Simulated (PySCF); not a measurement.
States of one metal complex from SC-NEVPT2 in the d shell, PySCF, above the ground state:

| 2S+1 | degeneracy | energy / cm⁻¹ | f (electric dipole) |
| --- | --- | --- | --- |
| 4 | 1 | 0 | – |
| 4 | 3 | 13547 | 0 |
| 2 | 2 | 16963 | – |
| 2 | 3 | 17973 | – |
| 4 | 3 | 20921 | 0 |
| 2 | 3 | 24577 | – |
| 2 | 1 | 27597 | – |
| 2 | 3 | 29017 | – |
| 2 | 3 | 30798 | – |
| 4 | 3 | 30940 | 0 |
| 2 | 2 | 32389 | – |
| 2 | 3 | 35119 | – |

Question: Which of these complexes, all computed at model or optimised geometries, gave the data?
A. [CoF5]3- (d7, trigonal bipyramidal)
B. [CrBr6]3- (d3, octahedral)
C. [CoBr3]- (d7, trigonal planar)
D. [Cr(H2O)4]3+ (d3, tetrahedral)

Answer: B. [CrBr6]3- (d3, octahedral) has 4A2g, then 4T2g at 13547, 2Eg at 16963 cm⁻¹ (NEVPT2). The others: [CoBr3]- (d7, trigonal planar) has 4A2', then 4E'' at 632, 4E' at 2447 cm⁻¹ (NEVPT2); [CoF5]3- (d7, trigonal bipyramidal) has 4A2, then 4A1 at 1504, 4A2 at 1580 cm⁻¹ (NEVPT2); [Cr(H2O)4]3+ (d3, tetrahedral) has 4E (from 4T1), then 4A2 (from 4T1) at 2073, 4B2 (from 4T2) at 4536 cm⁻¹ (NEVPT2).

On [CrBr6]3-: Charge-transfer states lie outside this active space and may come lower than some of these levels. NEVPT2 lifts 4T2g from 9931 to 13547 cm⁻¹; on the d shell alone it tends to overshoot states that fill the eg-type orbitals. NEVPT2 on the d shell alone tends to put d–d bands too high for such charged or covalently bound ions. The geometry optimisation stopped short of its thresholds.
